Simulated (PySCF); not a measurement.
C₂H₂N₃, SMILES [c]1nc[nH]n1, multiplicity 2. Atoms are numbered in the order given.

```xyz
7

C      1.1542     0.0005     0.0000
N      0.4804    -1.1190     0.0000
N     -0.7953    -0.6424     0.0000
C     -0.7863     0.7121     0.0000
N      0.4675     1.1449     0.0000
H     -1.5846    -1.2807     0.0000
H     -1.6905     1.3210     0.0000
```
Charge 0, spin multiplicity 2.

Coordinates come from a B3LYP-D3(BJ)/def2-SVP optimisation. The isomer is the one that the SMILES or the coordinates give; other isomers of the formula were not compared.

Level of theory: PySCF with B3LYP/pcH-1.

Unrestricted Kohn–Sham, ⟨S²⟩ = 0.756. Hyperfine tensors hold the contact and dipolar terms, without spin-orbit corrections.

Computed hyperfine couplings:
```
nucleus    A(iso) (MHz)  A(iso) (G)  dipolar principal values (MHz)
---------  ------------  ----------  ------------------------------
13C no. 1         762.5       272.1             -69.4, -52.0, 121.4
14N no. 2          92.6        33.0                  -5.9, 0.8, 5.1
14N no. 3          23.9         8.5                 -3.9, -1.6, 5.5
13C no. 4          64.9        23.2                 -4.6, -4.5, 9.1
14N no. 5          88.7        31.6                 -4.8, -1.5, 6.3
1H no. 6            4.3         1.5                 -4.7, -1.3, 6.0
1H no. 7           -0.3        -0.1                 -3.8, -2.1, 5.9
```

And the g tensor (effective nuclear charges for spin-orbit coupling, GIAO)? (An estimate is asked for; the answer gives what the named calculation found.)

principal values 2.0006, 2.0018, 2.0032; isotropic 2.0019.
